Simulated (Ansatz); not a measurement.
Molecule: C₅H₉, charge 0, multiplicity 2. It need not be the lowest isomer of its formula. 
Geometry from a B3LYP-D3(BJ)/def2-TZVP (Ansatz, a program for electronic structure) optimisation:
SMILES: [CH2]/C(C)=C/C
```xyz
14

C      1.9518    -0.2624     0.4189
C      0.6132    -0.7812     0.0246
C     -0.5497    -0.0322    -0.1342
C     -0.5323     1.4620     0.0988
C     -1.7331    -0.6388    -0.5056
H      2.3068    -0.7427     1.3381
H      2.7034    -0.4844    -0.3475
H      1.9541     0.8139     0.5844
H      0.5418    -1.8492    -0.1559
H     -1.5194     1.8908    -0.0677
H      0.1687     1.9619    -0.5731
H     -0.2297     1.7024     1.1202
H     -2.6442    -0.0712    -0.6330
H     -1.7808    -1.7058    -0.6803
```
Charge 0, spin multiplicity 2.

Dipole moments at this geometry, in debye (magnitudes).

| level | program | dipole (D) |
|---|---|---|
| SVWN5/def2-TZVPD | Ansatz | 0.82 |
| PBE/def2-TZVPD | Ansatz | 0.73 |
| BLYP/def2-TZVPD | Ansatz | 0.72 |
| revPBE/def2-TZVPD | Ansatz | 0.71 |
| B97M-V/def2-TZVPD | Ansatz | 0.68 |
| B3LYP/def2-TZVPD | Ansatz | 0.67 |
| PBE0/def2-TZVPD | Ansatz | 0.66 |
| BHLYP/def2-TZVPD | Ansatz | 0.60 |
| r2SCANh/def2-TZVPD | Ansatz | 0.65 |
| r2SCAN0/def2-TZVPD | Ansatz | (withheld) |
| LC-wPBE/def2-TZVPD | Ansatz | 0.62 |
| wB97X-V/def2-TZVPD | Ansatz | 0.66 |
| CCSD(T)/aug-cc-pVDZ | Ansatz | (withheld) |

Q: Fill in the missing entries.

A: 
- r2SCAN0/def2-TZVPD, dipole (D): 0.62
- CCSD(T)/aug-cc-pVDZ, dipole (D): 0.60
